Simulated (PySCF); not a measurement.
C₅H₁₂Si₂.
Numbering: `[SiH3:1][CH2:2][SiH:3]1[CH2:4][CH:5]=[CH:6][CH2:7]1` (hydrogens: H8, H9, H10 on Si1; H11, H12 on C2; H13 on Si3; H14, H15 on C4; H16 on C5; H17 on C6; H18, H19 on C7)

Method: core-valence-separated Tamm–Dancoff BHandHLYP/aug-pcX-1 (pcseg-1 on H, def2-SVPD on Si) in PySCF, non-relativistic, gas phase, PBE0-D3(BJ)/def2-SVP geometry.

Computed carbon K-edge spectrum, Gaussian lines of 0.5 eV full width, highest printed point 100; it ends one width below the last computed root. The energies are unshifted.

(photon energy (eV), absorption): (282.2, 1), (282.3, 2), (282.4, 7), (282.5, 19), (282.6, 39), (282.7, 66), (282.8, 89), (282.9, 97), (283.0, 84), (283.1, 58), (283.2, 32), (283.3, 14), (283.4, 5), (283.5, 1), (283.6, 0), (283.7, 0), (283.8, 0), (283.9, 0), (284.0, 0), (284.1, 0), (284.2, 0), (284.3, 0), (284.4, 0), (284.5, 0), (284.6, 1), (284.7, 2), (284.8, 5), (284.9, 9), (285.0, 14), (285.1, 21), (285.2, 30), (285.3, 41), (285.4, 53), (285.5, 67), (285.6, 80), (285.7, 93), (285.8, 100), (285.9, 98), (286.0, 86), (286.1, 69), (286.2, 54), (286.3, 45)

Problem. Where are the maxima, and which lines make them up?

Solution. 2 maxima:
- 282.9 eV: C5/C6 (alkene CH carbon), 282.89 eV, f = 0.124, sum of 2, 100 % of the height at the exact maximum
- 285.8 eV: C4/C7 (sp3 carbon bound to silicon), 285.92 eV, f = 0.037, sum of 2, 27 % of the height at the exact maximum; C5 + C6 (alkene CH carbon), 285.77 eV, f = 0.028, sum of 2, 21 % of the height at the exact maximum; C2 (sp3 carbon bound to silicon), 285.83 eV, f = 0.027, 21 % of the height at the exact maximum; C4/C7 (sp3 carbon bound to silicon), 285.99 eV, f = 0.022, sum of 2, 13 % of the height at the exact maximum

Further lines of some strength in the range: C4/C7, 285.48 eV, f = 0.016, sum of 2; C2, 285.54 eV, f = 0.031; C4, 286.28 eV, f = 0.014.

Roots within 0.03 eV on the same or equivalent atoms count as one line; shares under 12 % aren't listed.

Vibrational structure and lifetime widths aren't in the curve. The ionisation threshold wasn't computed; near and above it a finite basis only mimics Rydberg series and continuum.

One conformer stands for the species.
